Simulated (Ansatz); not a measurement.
As₂P, relaxed as a quartet with UKS PBE0-D4/def2-TZVP in Ansatz, starting from the PBE0-D4/def2-TZVP geometry of the neutral doublet. Force threshold 0.02 eV/Å.

At PBE0-D4/def2-TZVP a doublet of charge 0 lies 1.78 eV below the quartet, each at its own geometry. The structure comes from a short search, and lower isomers may exist.

Start:

```xyz
3

P    -0.904    0.704    0.382
As    1.061   -0.136    0.858
As   -0.156   -0.568   -1.239
```

(1) Estimate the energy that the relaxation releases and the steps that it takes.

(2) Does the start keep its bonding and symmetry?

(3) Predict the relaxed structure.

Answers

(1) 4.4 kJ/mol, in 3 steps; 6.5 s on 4 threads of Arm Neoverse V2 on a shared host. No frequencies were taken in this run, so the end may be a saddle point.

(2) By distances, no bond broke or formed. The bond that changes most is As2–As3, from 2.46 to 2.56 Å (atoms count from 1). Point group C2v at the start, C2v at the end, both within 0.05 Å.

(3) 
```xyz
3

P    -0.906    0.704    0.381
As    1.086   -0.128    0.900
As   -0.180   -0.577   -1.281
```
Bond lengths: 2 × As–P 2.22 Å; 1 × As–As 2.56 Å.
